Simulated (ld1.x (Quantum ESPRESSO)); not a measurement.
Values are calculated unless marked as measured or tabulated.
## Potentials for bismuth (Bi) compared

Generated with ld1.x 7.5 (TM, RRKJ, ultrasoft, PAW), atompaw 4.2 or ONCVPSP 4.0.1. The cutoff is in Ry: for ld1.x and atompaw files where the sum of valence levels is converged to 10 mRy in a Bessel basis, for ONCV files where the hardest occupied wave has 1 mHa per electron of residual kinetic energy. The error is the largest all-electron minus pseudo excitation energy over each file’s own four to seven test configurations (ionisations up to +4, promotions, holes and added fractions of an electron), all of which were solved. The labels leave out finer settings (local radius, basis sizes, second energies), which also bear on the numbers. Spin-polarised tests are not counted. The rows are a selection from randomly drawn settings: files with unsolved tests, undetermined cutoffs or missed reference levels are left out.

A true bound ghost makes a file unfit for plane-wave use even where its test errors are small: the radial tests pick states by their node count and pass the ghost by.

| potential | cutoff (Ry) | largest error (meV) | bound ghosts |
| --- | --- | --- | --- |
| TM semilocal, PBE, scalar-relativistic, rc 1.55/1.85/1.75 (spd), local s, core correction yes, reference 6s2 6p3 | 55 | -257 | none |
| TM, PBE, scalar-relativistic, rc 1.80/2.10/1.90 (spd), local p, core correction yes, reference 5d10 6s2 6p2 | 55 | -280 | none |
| TM, LDA (PZ), scalar-relativistic, rc 2.76/3.04 (sp), local s, core correction yes, reference 6s2 6p2.5 | 12 | -188 | d |
| TM semilocal, PBE, scalar-relativistic, rc 1.45/2.55/1.80 (spd), local p, core correction yes, reference 5d10 6s2 6p2.5 | 70 | -55 | none |
| RRKJ, revPBE, fully relativistic, rc 1.90/1.85/1.80 (spd), local s, core correction yes, reference 5d10 6s2 6p3 | 50 | -102 | p3/2 |
| TM semilocal, PBE, scalar-relativistic, rc 1.75/2.30/2.00 (spd), local s, core correction yes, reference 5d10 6s1 6p4 | 55 | -68 | none |

Q: Fill in the row for Bi: ultrasoft, LDA (PZ), scalar-relativistic, rc 2.15/2.35 (sp), local smoothed, core correction yes, reference 6s2 6p2.5.

A: cutoff 6 Ry, largest error -756 meV, bound ghosts: d.
